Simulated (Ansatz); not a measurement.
One change: `C=C(N)CN` becomes `C=C(N)BF`.

Ansatz, PBE0-D4/def2-TZVP geometries, multiplicity 1. Each molecule was computed in one conformer, which needn't be the lowest.

```json
{"property": "HOMO–LUMO gap (PBE0/def2-TZVPP) / eV", "`C=C(N)CN`": "6.55"}
{"property": "size of the dipole moment (ωB97M-V/def2-TZVPP) / D", "`C=C(N)CN`": "1.69"}
{"property": "LUMO energy (ωB97M-V/def2-TZVPP) / eV", "`C=C(N)CN`": "2.26"}
{"property": "LUMO energy (PBE0/def2-TZVPP) / eV", "`C=C(N)CN`": "0.75"}
{"property": "HOMO energy (B3LYP/def2-TZVPP) / eV", "`C=C(N)CN`": "-5.60"}
{"property": "HOMO energy (PBE/def2-TZVPP) / eV", "`C=C(N)CN`": "-4.65"}
```

Task: Give the same properties after the change, and the shifts. (An estimate is asked.)

Result: Ansatz gave: 
```csv
property,`C=C(N)BF`,shift
HOMO–LUMO gap (PBE0/def2-TZVPP) / eV,5.11,-1.44
size of the dipole moment (ωB97M-V/def2-TZVPP) / D,1.61,-0.08
LUMO energy (ωB97M-V/def2-TZVPP) / eV,0.76,-1.50
LUMO energy (PBE0/def2-TZVPP) / eV,-1.28,-2.03
HOMO energy (B3LYP/def2-TZVPP) / eV,-6.18,-0.58
HOMO energy (PBE/def2-TZVPP) / eV,-5.27,-0.62
```

With PBE0 the HOMO falls by 0.59 eV and the LUMO falls by 2.03 eV, so the gap narrows by about 1.44 eV. PBE moves the HOMO by -0.62 eV and ωB97M-V by -0.53 eV. The zero-point energy changes by -106.9 kJ/mol with -9 modes. Dipoles are sizes alone; their direction can turn.

B3LYP here is the variant with VWN-RPA as its local correlation; programs differ in this.
